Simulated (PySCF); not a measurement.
Input for PySCF: R-M06-2X/6-31G* on CH4GeO2 (SMILES C[O][Ge][OH]), a point of a torsion scan.

```python
from pyscf import gto, scf, dft, mp
from pyscf.data.elements import chemcore

mol = gto.M(
    atom='''
    C    -0.93819953    0.21653052    0.21230180
    O    -0.88358267   -1.18506896    0.18469555
    Ge   -1.68324729   -2.63180807    0.84388872
    O    -2.97753499   -1.98142600    1.87652973
    H    -1.74454971    0.58399023    0.85578812
    H     0.01272857    0.60637157    0.58416913
    H    -1.10067615    0.59026868   -0.80181979
    H    -3.18772004   -1.06322926    2.03519023
    ''',
    basis='6-31g*',
    cart=True,
    charge=0, spin=0, verbose=3, max_memory=1800)
mf = dft.RKS(mol, xc='m062x')
mf.conv_tol = 1e-8
mf.max_cycle = 100
mf.kernel()
if not mf.converged:
    mf = mf.newton().run(mf.mo_coeff, mf.mo_occ)
```

Output:

```
converged SCF energy = -2267.62212656111
```

Self-consistency was reached.

Cost: about 18 core-seconds (a rough figure).
